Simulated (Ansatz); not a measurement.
System: CH₂O (charge 0, singlet). 
Geometry from a B3LYP-D3(BJ)/def2-TZVP (Ansatz, a first-principles code) optimisation:
SMILES: [H]/[C-]=[O+]/[H]
```xyz
4

C      0.0143    -0.0006    -0.7408
O      0.0072     0.0056     0.5677
H      0.8875     0.2601     0.8874
H     -1.0303    -0.3017    -0.9843
```

Basis-set convergence of Hartree-Fock and CCSD correlation energies (hartree) with Ansatz. Cores are frozen in the correlated levels unless marked. Spin-orbit coupling is left out. No relativistic terms.

The Hartree-Fock reference is unstable (checked in the largest basis), which strains HF and MP2. 

```json
[
 {"basis": "aug-cc-pVDZ", "functions": "64", "E(HF)": "-113.81044", "E(corr, CCSD)": "-0.34232"},
 {"basis": "aug-cc-pVTZ", "functions": "138", "E(HF)": "-113.83785", "E(corr, CCSD)": "-0.40672"},
 {"basis": "aug-cc-pVQZ", "functions": "252", "E(HF)": "-113.84510", "E(corr, CCSD)": "-0.42730"}
]
```

Extrapolating the two largest sets (X = 3 and 4) as X^-3: E(corr) = (64·(-0.42730) - 27·(-0.40672))/37 = -0.4423 Eh, an estimate of the basis-set limit. The largest set recovers 96.6 % of it, the smallest 77.4 %.
